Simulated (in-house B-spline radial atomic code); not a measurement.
# The indium ion In⁺: [Kr] 4d10 5s2

Level of theory: non-relativistic M06-L, spin-polarised, spherical fractional occupations, point nucleus; calculated with an all-electron radial atomic-structure program (B-spline basis).

Screening seen three ways: the hydrogenic charge with the same mean radius, Z_r = [3n² - l(l+1)]/(2<r>), the one with the same energy, Z_e = n√(-2ε), and Slater's rules. Values are occupation-weighted means over spin.

```json
{"shell": "1s", "electrons": "2", "ε (eV)": "-26850", "<r> (bohr)": "0.03105", "Z_r": "48.30", "Z_e": "44.42", "Slater": "48.70"}
{"shell": "2s", "electrons": "2", "ε (eV)": "-3956.7", "<r> (bohr)": "0.1342", "Z_r": "44.72", "Z_e": "34.11", "Slater": "44.85"}
{"shell": "2p", "electrons": "6", "ε (eV)": "-3689.9", "<r> (bohr)": "0.1146", "Z_r": "43.61", "Z_e": "32.94", "Slater": "44.85"}
{"shell": "3s", "electrons": "2", "ε (eV)": "-761.75", "<r> (bohr)": "0.3599", "Z_r": "37.51", "Z_e": "22.45", "Slater": "37.75"}
{"shell": "3p", "electrons": "6", "ε (eV)": "-651.76", "<r> (bohr)": "0.352", "Z_r": "35.51", "Z_e": "20.76", "Slater": "37.75"}
{"shell": "3d", "electrons": "10", "ε (eV)": "-450.46", "<r> (bohr)": "0.3242", "Z_r": "32.39", "Z_e": "17.26", "Slater": "27.85"}
{"shell": "4s", "electrons": "2", "ε (eV)": "-122.34", "<r> (bohr)": "0.8797", "Z_r": "27.28", "Z_e": "11.99", "Slater": "21.25"}
{"shell": "4p", "electrons": "6", "ε (eV)": "-86.267", "<r> (bohr)": "0.9359", "Z_r": "24.57", "Z_e": "10.07", "Slater": "21.25"}
{"shell": "4d", "electrons": "10", "ε (eV)": "-27.747", "<r> (bohr)": "1.161", "Z_r": "18.08", "Z_e": "5.71", "Slater": "9.85"}
{"shell": "5s", "electrons": "2", "ε (eV)": "-14.179", "<r> (bohr)": "2.595", "Z_r": "14.45", "Z_e": "5.10", "Slater": "5.35"}
```

The least bound orbital is 5s at -14.18 eV, and it is also the most diffuse (<r> = 2.595 bohr).
